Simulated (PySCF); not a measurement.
La²⁺ (lanthanum, charge +2) across methods

[Xe] 5d1, 2D determinant. Computed with PySCF 2.14 in x2c-TZVPPall, with the spin-free X2C one-electron Hamiltonian (Gaussian nucleus).

```csv
method,E (hartree),mean ε 5p α (eV),mean ε 5p β (eV),mean ε 5d α (eV),Σ⟨r²⟩ (bohr²),⟨S²⟩
wB97X-V,-8491.56,-39.494,-38.939,-18.281,47.60,0.752
LDA,-8484.62,-35.313,-34.909,-15.180,47.73,0.751
r2SCAN,-8491.83,-35.672,-35.200,-15.417,47.72,0.753
UHF,-8488.70394,-41.378,-40.306,-18.512,48.08,0.756
PBE,-8491.42,-35.140,-34.688,-15.276,47.71,0.751
BHandHLYP,-8491.85,-38.600,-37.910,-17.055,47.85,0.752
TPSSh,-8491.51,-36.018,-35.483,-15.675,47.61,0.752
PBE0,-8491.50,-36.987,-36.394,-16.268,47.64,0.752
```

Spin-orbit coupling, absent here, splits the open shell strongly.
